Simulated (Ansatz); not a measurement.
`C[SiH](O)[SiH3]` → `[SiH3]`• + `C[SiH]O`•  (homolysis of the Si–Si bond)

Gas-phase electronic energies from Ansatz, PBE0-D4/def2-TZVP geometries. CCSD(T)/CBS is the MP2 limit (def2-TZVPP, def2-QZVPP) plus CCSD(T) − MP2 in def2-TZVPP, frozen cores. This one scheme is used for every species. Open shells (•) are unrestricted, without spin–orbit coupling. One conformer a species, not always the lowest.

```csv
species,MP2/def2-SVP energy (Eh)
`C[SiH](O)[SiH3]`,-695.55978
`[SiH3]`•,-290.62765
`C[SiH]O`•,-404.81540
```

Q: Work out ΔE.

A: ΔE = (-290.62765) + (-404.81540) − (-695.55978) = 0.11673 Eh = +306.5 kJ/mol. CCSD(T)/CBS gives +332.9 kJ/mol.

Largest T1 diagnostic among the species: 0.015.

The D4 term adds +13.0 kJ/mol with B3LYP and +7.4 kJ/mol with PBE0; it sums over pairs of atoms, weighted by their polarisabilities, and B3LYP, whose exchange is more repulsive, gets the larger term. Leaving LDA and LC-ωPBE aside and taking each functional with its dispersion term where it has one, the values, not all of them listed here, spread over 33.2 kJ/mol, from r2SCAN-D4 to ωB97X-V. LDA lies +46.2 kJ/mol from PBE without D4, its usual overbinding.

B3LYP here is the variant with VWN-RPA as its local correlation; programs differ in this.
